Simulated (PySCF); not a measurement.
C₆ coefficients of unlike pairs at r2SCAN0

Calculated with PySCF 2.14 from the dipole response of each species, C₆(A,B) = (3/π) ∫ α_A(iu) α_B(iu) du, in atomic units, from isotropic polarisabilities. For ions this is the dispersion term alone; charge-induced terms of lower order in 1/R come first.

| species | configuration | basis | relativity | α (bohr³) | C₆ (like pair) |
| --- | --- | --- | --- | --- | --- |
| Pd²⁺ | [Kr] 4d8 (3F) | def2-QZVPPD with the def2 core potential (28 electrons) (7s5p4d4f2g) | core potential | 6.446 | 33.87 |
| Se²⁺ | [Ar] 3d10 4s2 4p2 (3P) | aug-cc-pVQZ-DK (8s7p5d3f2g) | spin-free X2C | 9.294 | 43.82 |
| Ni³⁺ | [Ar] 3d7 (4F) | aug-cc-pVTZ-DK (8s7p5d3f2g) | spin-free X2C | 1.663 | 3.964 |

Task: Estimate C₆ for Ni³⁺ with Se²⁺.

Result: The integral gives 11.56. The combination rule 2 C_A C_B / (C_A α_B/α_A + C_B α_A/α_B) gives 11.58 and the geometric mean 13.18.

No spin-orbit coupling is included.

The other pairs:

| pair | C₆ |
| --- | --- |
| Ni³⁺, Pd²⁺ | 11.21 |
| Se²⁺, Pd²⁺ | 37.22 |
